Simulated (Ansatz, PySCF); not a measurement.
Gas-phase reaction (SMILES): OB(F)F + N (NH3) → NB(F)F + O (H2O); ammonia cleaves one B-O bond, a model of a ligand-exchange step.

Geometries: B3LYP-D3(BJ)/def2-TZVP minima from Ansatz (a program for electronic structure), one conformer each, not searched for the lowest. Correlated levels leave the core frozen unless marked. Spin-orbit coupling is left out. No relativistic terms. CBS(X,Y): correlation extrapolated as X^-3; Hartree-Fock from the larger set. [CCSD(T)-MP2]/basis is that difference in the basis named. Thermal terms are rigid-rotor harmonic-oscillator values from B3LYP-D3(BJ) frequencies (Ansatz or PySCF) at 298.15 K and 1 atm. 1 Eh = 627.5095 kcal/mol.

```
species  E, RI-MP2/CBS(aug-cc-pVTZ,aug-cc-pVQZ)+[CCSD(T)-MP2]/aug-cc-pVTZ (Ansatz) (Eh)  E, PBE/def2-TZVPD (Ansatz) (Eh)  H - E (Eh)  G - E (Eh)
-------  ------------------------------------------------------------------------------  -------------------------------  ----------  ----------
OB(F)F                                                                       -300.33462                       -300.36907     0.02926    -0.00168
N (NH3)                                                                       -56.50756                        -56.51037     0.03799     0.01614
NB(F)F                                                                       -280.45847                       -280.49360     0.04174     0.01090
O (H2O)                                                                       -76.37791                        -76.38111     0.02495     0.00353
```

**Question.** Work out ΔE and ΔH, ΔG, ΔS and the equilibrium constant at 298.15 K at the first level, then ΔH at the second.

**Answer.** 
1. ΔE = [(-280.45847) + (-76.37791)] - [(-300.33462) + (-56.50756)] = 0.00580 Eh = 3.6 kcal/mol at RI-MP2/CBS(aug-cc-pVTZ,aug-cc-pVQZ)+[CCSD(T)-MP2]/aug-cc-pVTZ.
2. The terms H - E add up to -0.00056 Eh, so ΔH = (0.00580 + (-0.00056))×627.5095 = 3.3 kcal/mol.
3. The terms G - E add up to -0.00003 Eh, so ΔG = 3.6 kcal/mol, and ΔS = (-0.00056 - (-0.00003))×627509.5/298.15 = -1.1 cal/(mol K).
4. log10 K = -ΔG/(RT ln 10) = -2.6, with RT ln 10 = 1.3642 kcal/mol.
5. At PBE/def2-TZVPD the same steps give ΔE = 3.0 and ΔH = 2.6 kcal/mol, a shift of -0.7 from the first level.
6. These values are not checked against measurement here, since the tables used lack a sound gas-phase enthalpy of formation for at least one species.
